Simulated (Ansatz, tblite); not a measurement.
Ligand exchange: HOF + NaI → HOI + NaF

Species: HOF (hypofluorous acid) `OF`, singlet; NaI (Sodium Iodide), singlet; HOI (hypoiodous acid) `OI`, singlet; NaF, singlet. The partners trade F for I: O–F and Na–I bonds give way to O–I and Na–F.

Shapes, held fixed at every level: PBE0-D4/def2-TZVP. Programs: Ansatz 0.2.0, tblite 0.8.0. The zero-point and thermal change to 298 K, harmonic and unscaled (PBE0-D4/def2-TZVP), is -2.8 kJ/mol.

```tsv
level	kind	ΔH(298 K) (kJ/mol)	less CCSD(T)/def2-TZVPP	CPU time (sum over the molecules)
GFN2-xTB	semi-empirical	-164.0	-5.8	0.65 s
PBE-D4/def2-TZVPP	GGA	-159.1	-0.9	5.1 s
r2SCAN-D4/def2-TZVPP	meta-GGA	-154.1	+4.1	9.8 s
BHLYP-D4/def2-TZVPP	global hybrid	-158.0	+0.2	5.7 s
PBE0-D4/def2-TZVPP	global hybrid	-150.9	+7.3	4.6 s
wB97M-V/def2-TZVPP	range-separated hybrid	-156.9	+1.3	18 s
MP2/def2-SVP	perturbation theory	-130.5	+27.7	–
CCSD(T)/def2-SVP	coupled cluster or CI	-115.0	+43.2	3.7 s
CCSD(T)/def2-TZVPP	coupled cluster or CI	-158.2	0.0	15 s
```

The highest level, CCSD(T)/def2-TZVPP, gives ΔH(298 K) = -158.2 kJ/mol; the levels span -164.0 to -115.0. The column of differences is taken from that level and isn't an error. No measured value is set beside it here. For atoms past krypton def2 sets carry core potentials with scalar relativity. Outer-core shells of I, Na are correlated in most correlated rows, in sets that cover them unevenly. Times are processor times on shared x86 and Arm servers, and rough.
